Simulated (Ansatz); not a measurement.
# Swapping NH2 for OH on V: the dipole moment

Gas-phase molecules. On one V centre that keeps O, n of the NH2 ligands are replaced by OH. The dipole moment y in D at wB97M-V/def2-TZVPP. Shapes: PBE0-D4/def2-TZVP. Flexible molecules stand in one conformer, not always the lowest. Programs: Ansatz 0.2.0.

| molecule | n | y (D) |
| --- | --- | --- |
| V(NH2)3O | 0 | 2.60 |
| V(NH2)2(OH)O | 1 | 1.74 |
| V(NH2)(OH)2O | 2 | ? |
| V(OH)3O | 3 | 1.72 |

Task: Fit y = c + s·n to the known rows and predict V(NH2)(OH)2O.

Result: 
1. Means of the 3 rows: n = 1.33333, y = 2.020.
2. Σ(Δn)² = 4.6667, Σ(Δn·Δy) = -1.18, so the slope is -1.18/4.6667 = -0.25286.
3. Intercept: 2.020 − (-0.25286) × 1.33333 = 2.357. The largest residual of the fit is 0.36.
4. V(NH2)(OH)2O: 2.357 + (-0.25286) × 2 = 1.85 D.

The run gave 4.82 D, so the prediction is off by -2.97 D, more than the largest residual. The steps per swap are uneven (-0.86, +3.08, -3.10), so a line is a poor model. Dipoles add as vectors. Other levels give for V(NH2)(OH)2O: r2SCAN-D4/def2-TZVPP 4.89; B3LYP-D4/def2-TZVPP 4.90 D. The series isn't monotonic at this level.
